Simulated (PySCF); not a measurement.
## Fractional electron number in Pt²⁺ (platinum, charge +2)

The 5d beta orbital of [Xe] 4f14 5d8 is emptied in steps (occupation f), with all orbitals relaxed, ending at [Xe] 4f14 5d7. All numbers are calculated (PySCF 2.14, a scalar-relativistic core potential, in aug-cc-pVTZ-PP with ECP60MDF (6s6p5d3f2g, 88 functions)). The exact energy is a straight line in f; departures are measured from the line between the end points of the same method.

```csv
f,PBE0 (eV),r2SCAN (eV),LC-wPBE (eV)
1,0.000,0.000,0.000
0.8,-0.665,-0.879,-0.195
0.6,-1.000,-1.316,-0.294
0.4,-1.001,-1.313,-0.294
0.2,-0.668,-0.872,-0.196
0,0.000,0.000,0.000
```

```json
{"method": "PBE0", "E(f=0) − E(f=1) (eV)": "31.118", "−ε at f=1 (eV)": "26.970", "−ε at f=0.4 (eV)": "31.947"}
{"method": "r2SCAN", "E(f=0) − E(f=1) (eV)": "31.015", "−ε at f=1 (eV)": "25.515", "−ε at f=0.4 (eV)": "32.129"}
{"method": "LC-wPBE", "E(f=0) − E(f=1) (eV)": "31.001", "−ε at f=1 (eV)": "29.784", "−ε at f=0.4 (eV)": "31.245"}
```

Orbital energy along the path (eV):

```json
{"f": "1", "PBE0": "-26.970", "r2SCAN": "-25.515", "LC-wPBE": "-29.784"}
{"f": "0.8", "PBE0": "-28.617", "r2SCAN": "-27.724", "LC-wPBE": "-30.265"}
{"f": "0.6", "PBE0": "-30.278", "r2SCAN": "-29.931", "LC-wPBE": "-30.754"}
{"f": "0.4", "PBE0": "-31.947", "r2SCAN": "-32.129", "LC-wPBE": "-31.245"}
{"f": "0.2", "PBE0": "-33.620", "r2SCAN": "-34.306", "LC-wPBE": "-31.735"}
{"f": "0", "PBE0": "-35.295", "r2SCAN": "-36.431", "LC-wPBE": "-32.229"}
```

Reference removal energy between the ground levels: 29 ± 1.6 eV (theoretical estimate listed by NIST; NIST Atomic Spectra Database, ionization energies). The calculation has no spin-orbit coupling. The determinant left behind need not be the lowest term of the ion.
